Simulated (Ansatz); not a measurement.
**A ladder of methods for CH6AlOSi (SMILES [CH3][Al][O][SiH3])**

CH6AlOSi has 10 atoms, charge 0, and is taken as a doublet. SMILES: `[CH3][Al][O][SiH3]`. The shape is that of a PBE0-D4/def2-TZVP optimisation. This is one conformer, not always the lowest.

```xyz
10

C     0.2438    1.9818   -1.3414
Al    1.0865    0.3006   -0.7661
O     0.1942   -0.6607    0.3091
Si   -0.2879   -1.8594    1.2940
H    -0.7010    1.7518   -1.8445
H     0.0148    2.5861   -0.4577
H     0.8698    2.5660   -2.0169
H     0.6868   -2.9846    1.2838
H    -1.6110   -2.3778    0.8547
H    -0.4130   -1.3550    2.6879
```

Quantity: the electronic atomisation energy, in eV. The values are calculated. Electronic energies at fixed atoms, without zero-point motion or spin-orbit coupling.

```
              level                    kind  program  value (eV)  CPU time (all runs)
    USVWN5/def2-SVP                     LDA   Ansatz       39.43                7.1 s
     UBLYP/def2-SVP                     GGA   Ansatz       34.62                 13 s
      UPBE/def2-SVP                     GGA   Ansatz       35.18                 13 s
  U-r2SCAN/def2-SVP                meta-GGA   Ansatz       35.41                 37 s
    UBHLYP/def2-SVP           global hybrid   Ansatz       34.31                 14 s
 U-wB97M-V/def2-SVP  range-separated hybrid   Ansatz       35.60              2.3 min
UCAM-B3LYP/def2-SVP  range-separated hybrid   Ansatz       35.28                 18 s
   UB2PLYP/def2-SVP           double hybrid   Ansatz       34.54                 16 s
   RPA@PBE/def2-SVP                     RPA   Ansatz       32.28                 20 s
      UMP2/def2-SVP     perturbation theory   Ansatz       33.66                3.9 s
```

Correlated wave functions underbind in double-zeta sets. The values span 32.28 to 39.43 eV. CPU times are rough (shared hosts, several kinds of processor and program).
